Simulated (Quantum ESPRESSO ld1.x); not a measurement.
Species: Rh I. Configuration: [Kr] 4d8 5s1. All-electron calculation, scalar-relativistic Kohn-Sham, PBE, spin-unpolarised, spherical densities, point nucleus. Program: ld1.x of Quantum ESPRESSO 7.5.

Normalised radial functions P(r) = r R(r), r in bohr:

| r | 3d | 4p | 4d |
|---|---|---|---|
| 0.001288 | 0.0000 | 0.0010 | 0.0000 |
| 0.001499 | 0.0000 | 0.0013 | 0.0000 |
| 0.001732 | 0.0000 | 0.0017 | 0.0000 |
| 0.002 | 0.0000 | 0.0022 | 0.0000 |
| 0.00231 | 0.0000 | 0.0028 | 0.0000 |
| 0.002689 | 0.0001 | 0.0037 | 0.0000 |
| 0.003105 | 0.0001 | 0.0048 | 0.0000 |
| 0.003586 | 0.0001 | 0.0062 | 0.0000 |
| 0.004142 | 0.0002 | 0.0081 | 0.0001 |
| 0.004822 | 0.0003 | 0.0106 | 0.0001 |
| 0.005568 | 0.0004 | 0.0136 | 0.0001 |
| 0.006431 | 0.0006 | 0.0176 | 0.0002 |
| 0.007486 | 0.0010 | 0.0229 | 0.0003 |
| 0.008646 | 0.0015 | 0.0293 | 0.0004 |
| 0.009985 | 0.0022 | 0.0375 | 0.0007 |
| 0.01153 | 0.0033 | 0.0477 | 0.0010 |
| 0.01342 | 0.0050 | 0.0612 | 0.0015 |
| 0.0155 | 0.0073 | 0.0771 | 0.0022 |
| 0.01791 | 0.0108 | 0.0964 | 0.0033 |
| 0.02068 | 0.0159 | 0.1195 | 0.0049 |
| 0.02407 | 0.0238 | 0.1483 | 0.0073 |
| 0.0278 | 0.0345 | 0.1798 | 0.0105 |
| 0.03211 | 0.0498 | 0.2151 | 0.0152 |
| 0.03708 | 0.0712 | 0.2530 | 0.0217 |
| 0.04317 | 0.1027 | 0.2939 | 0.0313 |
| 0.04985 | 0.1438 | 0.3304 | 0.0437 |
| 0.05758 | 0.1989 | 0.3605 | 0.0604 |
| 0.06703 | 0.2757 | 0.3791 | 0.0835 |
| 0.07741 | 0.3694 | 0.3777 | 0.1116 |
| 0.0894 | 0.4862 | 0.3505 | 0.1462 |
| 0.1032 | 0.6268 | 0.2916 | 0.1873 |
| 0.1202 | 0.7993 | 0.1909 | 0.2367 |
| 0.1388 | 0.9803 | 0.0600 | 0.2867 |
| 0.1603 | 1.1684 | -0.0977 | 0.3356 |
| 0.1851 | 1.3494 | -0.2667 | 0.3775 |
| 0.2155 | 1.5131 | -0.4316 | 0.4058 |
| 0.2489 | 1.6215 | -0.5452 | 0.4084 |
| 0.2875 | 1.6658 | -0.5874 | 0.3788 |
| 0.3347 | 1.6296 | -0.5298 | 0.3058 |
| 0.3865 | 1.5146 | -0.3695 | 0.1947 |
| 0.4463 | 1.3311 | -0.1174 | 0.0461 |
| 0.5155 | 1.0999 | 0.1951 | -0.1304 |
| 0.6001 | 0.8350 | 0.5384 | -0.3301 |
| 0.693 | 0.5954 | 0.8216 | -0.5123 |
| 0.8004 | 0.3907 | 1.0170 | -0.6675 |
| 0.9244 | 0.2333 | 1.0960 | -0.7779 |
| 1.076 | 0.1207 | 1.0515 | -0.8349 |
| 1.243 | 0.0572 | 0.9142 | -0.8322 |
| 1.435 | 0.0237 | 0.7252 | -0.7830 |
| 1.658 | 0.0085 | 0.5261 | -0.7009 |
| 1.93 | 0.0024 | 0.3399 | -0.5943 |
| 2.229 | 0.0006 | 0.2039 | -0.4874 |
| 2.574 | 0.0001 | 0.1105 | -0.3843 |
| 2.996 | 0.0000 | 0.0512 | -0.2861 |
| 3.46 | 0.0000 | 0.0217 | -0.2067 |
| 3.996 | 0.0000 | 0.0079 | -0.1422 |
| 4.615 | 0.0000 | 0.0025 | -0.0926 |
| 5.373 | 0.0000 | 0.0006 | -0.0550 |
| 6.205 | 0.0000 | 0.0001 | -0.0312 |
| 7.166 | 0.0000 | 0.0000 | -0.0162 |
| 8.276 | 0.0000 | 0.0000 | -0.0076 |
| 9.634 | 0.0000 | 0.0000 | -0.0030 |
| 11.13 | 0.0000 | 0.0000 | -0.0011 |

3d: eigenvalue -300.61 eV, 0 radial nodes, <r> = 0.370 bohr, 90 % of the charge inside 0.588 bohr. 4p: eigenvalue -50.421 eV, 2 radial nodes at r = 0.147, 0.472 bohr, <r> = 1.08 bohr, 90 % of the charge inside 1.60 bohr. 4d: eigenvalue -5.940 eV, 1 radial node at r = 0.464 bohr, <r> = 1.59 bohr, 90 % of the charge inside 2.61 bohr.
